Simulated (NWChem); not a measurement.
System: PbF2, singlet; SMILES [F][Pb][F]

Here is an NWChem input.

```
start job
memory heap 200 mb stack 900 mb global 1100 mb
geometry units angstroms noautosym nocenter noautoz
  Pb     0.000000     0.000000     0.291192
  F     -1.528028     0.000000    -1.079091
  F      1.528028     0.000000    -1.079091
end
basis spherical
  * library def2-svpd
end
ecp
  Pb library def2-ecp
end
dft
  xc pbe0
  iterations 150
end
property
  response 1 0.0
end
task dft property
```

Low-valent species are run as closed-shell singlets; no triplet was tried in these runs. All runs use the structure optimised with PBE0/def2-SVP. No frequency run checked for a minimum. def2 effective core potentials on Pb; no spin-orbit coupling.

Static field.

Task: Predict the main results of this run. (PBE0/def2-SVPD with def2 effective core potentials on Pb.) Quantities: isotropic polarisability (bohr³); anisotropy (bohr³).

Result: 
```json
{
 "isotropic polarisability (bohr³)": "36.9",
 "anisotropy (bohr³)": "10.7"
}
```
